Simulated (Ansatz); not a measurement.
```yaml
crystal:
  periodic: [false, false, false]
  atoms:
    - {symbol: O, position_ang: [0.215309, -0.481648, 1.447640]}
    - {symbol: C, position_ang: [-0.259335, -0.304271, 0.202801]}
    - {symbol: F, position_ang: [0.245636, -1.103126, -0.702841]}
    - {symbol: Br, position_ang: [-2.259036, -0.503459, 0.402731]}
    - {symbol: Te, position_ang: [0.302784, 1.703741, -0.618175]}
    - {symbol: H, position_ang: [1.127204, -0.317267, 1.547451]}
    - {symbol: H, position_ang: [0.359302, 1.132591, -2.362629]}
basis:
  gaussian: {orbitals: ANO-RCC-VTZP, fitting: {mean_field: def2-universal-jkfit}}
total_charge: 1
magnetization: {spin_polarized: true, initial_magnetization: 1}
hamiltonian: {xc: {name: TPSS}, dispersion: d3bj}
output: {forces: true}
```

```sh
$ ansatz run in.yaml --threads 4 --pin off --events-out ev --progress --plain --max-ram 10444MiB
```

Q: How does Ansatz answer? (Best estimate.)

A: Ansatz gave: The program refused the input.
```
Error: YAML parse error: error: line 15 column 19: hamiltonian.xc: no functional is named "TPSS"; the names, which are not case-sensitive, are SVWN5, SPW92, PBE, PBE0, PBEsol, revPBE, revPBE0, RPBE, rPW86-PBE, HSE06, wPBEh, LC-wPBE, HISS, HF, BLYP, B3LYP, B3LYP5, BHLYP, CAM-B3LYP, r2SCAN, r2SCANh, r2SCAN0, r2SCAN50, m-r2SCAN, B97, wB97, wB97X, wB97X-V, B97M-V, wB97M-V, B2PLYP, B2GP-PLYP, PBE0-DH, PBE-QIDH
13 | total_charge: 1
14 | magnetization: {spin_polarized: true, initial_magnetization: 1}
15 | hamiltonian: {xc: {name: TPSS}, dispersion: d3bj}
16 | output: {forces: true}
```

HSE06 is defined as in plane-wave codes.
